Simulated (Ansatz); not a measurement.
This geometry of CHClNSi (5 atoms, charge 0, multiplicity 2) is a first-order saddle point.

The calculation used UKS PBE0/def2-SVP (Ansatz).

```xyz
5
Properties=species:S:1:pos:R:3
N -1.307 0.420 -1.439
C -0.643 -0.014 -0.555
Si 0.172 -0.620 1.049
Cl 2.131 -0.783 0.332
H -0.304 0.923 0.570
```

Which two structures does it join? (They come from a converged band through this point; their orientation in space is the band's.)

Bonds broken: Si3–H5. Bonds formed: N1–Si3, C2–H5.

First end point:

```xyz
5
Properties=species:S:1:pos:R:3
N -1.376 0.134 -1.840
C -0.764 0.004 -0.861
Si 0.105 -0.310 0.736
Cl 2.056 -0.817 0.346
H 0.029 0.916 1.577
```

Last end point:

```xyz
5
Properties=species:S:1:pos:R:3
N -0.645 0.080 -0.973
C -0.636 0.604 0.122
Si 0.058 -1.354 0.214
Cl 2.119 -0.947 -0.054
H -0.846 1.543 0.649
```

How far does it lie above each of them?

46.6 kcal/mol above the first and 26.8 kcal/mol above the second. This is the barrier of this one path; another mechanism may lie lower.

Run time: 92 s on 2 threads of AMD EPYC 9R14 (Zen 4) (shared host), peak memory 0.2 GiB.
